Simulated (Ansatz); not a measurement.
Reaction (cleavage of the Ge–B bond): `[BH2][GeH2][CH2][SiH3]` + HCl → `[SiH3][CH2][GeH2][Cl]` + BH₃

Isolated molecules relaxed with PBE0-D4/def2-TZVP in Ansatz; ΔE leaves out vibrations. CCSD(T)/CBS adds triple-zeta CCSD(T) − MP2 to the extrapolated MP2 energy (def2 sets, frozen cores). This one scheme is used for every species. Functionals use def2-TZVPP. For Ge outer-core shells are correlated without core-valence functions, which leaves a few kJ/mol of doubt a bond. Scalar relativity is left out up to krypton. One conformer a species, not always the lowest.

CCSD(T)/CBS gives -84.3 kJ/mol.

Question: Another level gave -111.4 kJ/mol. Which?
A. HF/def2-TZVPP
B. PBE-D4/def2-TZVPP
C. r2SCAN-D4/def2-TZVPP
D. MP2/def2-TZVPP

Answer: A. HF/def2-TZVPP -111.4, MP2/def2-TZVPP -92.7, r2SCAN-D4 -86.1, PBE-D4 -77.2 kJ/mol.

Largest T1 diagnostic among the species: 0.011.

In def2-TZVPP, CCSD(T) changes the Hartree–Fock value by +27.0 kJ/mol (the triples alone add +1.4 kJ/mol) and MP2 by +18.7 kJ/mol. From PBE to PBE0 (25 % exact exchange), in def2-TZVPP and without D4, ΔE moves by −6.0 kJ/mol.
